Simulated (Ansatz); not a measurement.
CH7NSi2, SMILES `N[SiH]1C[SiH2]1`, 11 atoms. Total charge 0; spin multiplicity 1. All runs use 2 threads of an INTEL XEON PLATINUM 8581C on a shared host. Correlated methods freeze the cores.

Question: How many basis functions does each run have, and how long does it take in Ansatz? RKS PBE-QIDH (frozen core)/def2-TZVPP energy; RHF-CCSD(T)/def2-SVP energy; RKS PBE0-D4/def2-SVP energy; direct RPA on PBE orbitals/def2-TZVPP energy; RKS r2SCAN0-D4/def2-TZVPP energy; RKS ωB97M-V/def2-SVP energy; RKS B2PLYP (frozen core)/def2-TZVPP energy; RHF-MP2/def2-QZVPP energy; RKS PBE-D4/def2-TZVPP energy and forces; RKS PBE0-D4/def2-TZVP relaxation (11 steps); RKS PBE0-D4/def2-QZVPP energy; RKS PBE0-D4/def2-TZVP frequencies. (An estimate is asked.)

Answer: Computed: Other jobs shared the machine, so times are rough.

| level | job | functions | wall time | peak host memory (GiB) |
| --- | --- | --- | --- | --- |
| RKS PBE0-D4/def2-SVP | energy | 99 | 0.85 s | 0.43 |
| RKS ωB97M-V/def2-SVP | energy | 99 | 2.9 s | 0.43 |
| RHF-CCSD(T)/def2-SVP | energy | 99 | 2.9 s | 0.43 |
| RKS PBE-D4/def2-TZVPP | energy and forces | 244 | 3.1 s | 0.32 |
| direct RPA on PBE orbitals/def2-TZVPP | energy | 244 | 4.2 s | 0.6 |
| RKS r2SCAN0-D4/def2-TZVPP | energy | 244 | 4.5 s | 0.59 |
| RKS PBE-QIDH (frozen core)/def2-TZVPP | energy | 244 | 5 s | 0.6 |
| RKS B2PLYP (frozen core)/def2-TZVPP | energy | 244 | 5.5 s | 0.6 |
| RKS PBE0-D4/def2-QZVPP | energy | 464 | 8.5 s | 1.5 |
| RHF-MP2/def2-QZVPP | energy | 464 | 21 s | 2.7 |
| RKS PBE0-D4/def2-TZVP | relaxation (11 steps) | 178 | 36 s | 0.43 |
| RKS PBE0-D4/def2-TZVP | frequencies | 178 | 2.1 min | 0.45 |
